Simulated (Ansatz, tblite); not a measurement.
Isomers of Na6Pt⁻ (doublet), found by a short tight-binding search and relaxed with PBE0-D4/def2-SVPD in Ansatz.

In the def2 sets Pt takes a core potential; there is no spin–orbit coupling. The xTB rows come from tblite. Correlated methods freeze 6 core orbitals; core or outer-core shells of Pt, Na are correlated, in sets that lack core-valence functions.

Run but left out: HF/def2-TZVPD, LC-ωPBE/def2-TZVPD, MP2/def2-TZVPD (A: ⟨S²⟩ 1.20 to 2.01, where a pure state has 0.75); r2SCAN-D4/def2-TZVPD (B: ⟨S²⟩ 1.42, where a pure state has 0.75).

A: At PBE-D4/def2-TZVPD the highest occupied level of the charge -1 doublet lies above zero (up to 0.18 eV). It is a level of α spin, whose loss leaves a singlet; that state wasn't run at this geometry and level. The electron is either unbound and held by the finite basis, or the level is raised by self-interaction error. B: At PBE-D4/def2-TZVPD the highest occupied level of the charge -1 doublet lies above zero (up to 0.07 eV). It is a level of α spin, whose loss leaves a singlet; that state wasn't run at this geometry and level. The electron is either unbound and held by the finite basis, or the level is raised by self-interaction error. At PBE0-D4/def2-TZVPD the charge -1 doublet is spin-contaminated (final ⟨S²⟩ up to 0.98, 0.75 for a pure state).

Other spin states weren't relaxed.

A:

```xyz
7

Pt   -0.6284   -1.8462    0.1395
Na   -1.1655    0.3710    1.7256
Na   -2.4321   -0.4863   -1.4392
Na    1.6983   -1.6574    1.6027
Na   -0.7382    2.5518   -1.2412
Na    2.2035    1.7180    0.9196
Na    1.0624   -0.6509   -1.7070
```

B:

```xyz
7

Pt   -0.1451    0.3613   -0.2540
Na   -0.3467    2.3940    1.6067
Na   -1.2772   -0.9598    1.9437
Na    1.7295    0.8737   -2.1830
Na    2.1971    0.0401    1.2287
Na    0.4227   -2.2410   -1.0802
Na   -2.5803   -0.4684   -1.2619
```

Question: Estimate their order by electronic energy at RPA@PBE/def2-TZVPD, counted from the lowest.

Answer: B (0.0) < A (45.4), in kJ/mol.

Question: Do the other levels pick the same lowest one?

Answer: Not GFN2-xTB. Energies above each level's lowest (kJ/mol):

```tsv
level	A	B
GFN2-xTB	0.0	6.6
PBE-D4/def2-TZVPD	39.5	0.0
PBE0-D4/def2-TZVPD	40.6	0.0
BHLYP-D4/def2-TZVPD	45.0	0.0
RPA@PBE/def2-TZVPD	45.4	0.0
```
Point groups (tolerance 0.1 Å): A C2v, B not assigned. Lower isomers may exist.
